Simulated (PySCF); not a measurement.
# Working with the constants of KB⁺

UHF-CCSD(T) constants of KB⁺, ²Σ⁺ (doublet), unpaired electrons σ ↑ (PySCF, no relativity, basis sets K aug-pcseg-1, B aug-pcseg-1; masses 38.9637 and 11.0093 u):

```
ωe              : 129.6 cm⁻¹
ωexe            : 1.6 cm⁻¹
Be              : 0.16137 cm⁻¹
αe              : 0.00289 cm⁻¹
D (centrifugal) : 1e-06 cm⁻¹
De to K⁺ + B    : 0.336 eV
```

Task: Give the vibrational terms G(v) and spacings up to v = 6.

Result: G(v) = ωe(v+½) − ωexe(v+½)².

```json
{"v": "0", "G(v) (cm⁻¹)": "64", "G(v) − G(v−1)": "", "Bv (cm⁻¹)": "0.1599"}
{"v": "1", "G(v) (cm⁻¹)": "191", "G(v) − G(v−1)": "126", "Bv (cm⁻¹)": "0.1570"}
{"v": "2", "G(v) (cm⁻¹)": "314", "G(v) − G(v−1)": "123", "Bv (cm⁻¹)": "0.1541"}
{"v": "3", "G(v) (cm⁻¹)": "434", "G(v) − G(v−1)": "120", "Bv (cm⁻¹)": "0.1513"}
{"v": "4", "G(v) (cm⁻¹)": "551", "G(v) − G(v−1)": "117", "Bv (cm⁻¹)": "0.1484"}
{"v": "5", "G(v) (cm⁻¹)": "664", "G(v) − G(v−1)": "114", "Bv (cm⁻¹)": "0.1455"}
{"v": "6", "G(v) (cm⁻¹)": "775", "G(v) − G(v−1)": "110", "Bv (cm⁻¹)": "0.1426"}
```

Task: How well does the Morse estimate ωe²/(4ωexe) reproduce De, and what is D0?

Result: It gives 0.325 eV, 97 % of the computed De. D0 = De − G(0) = 0.336 − 0.008 = 0.328 eV.

Correlated steps freeze 6 core orbitals. The bond is weak. Basis-set superposition, not corrected here, can be much of De in a small basis, most of all at correlated wavefunction levels. For an ion De counts to the pair picked by the measured ionisation energies or electron affinities, which need not be the lowest pair at this level. The state is the lowest determinant that a PBE0 search found; another state may lie lower at other levels.
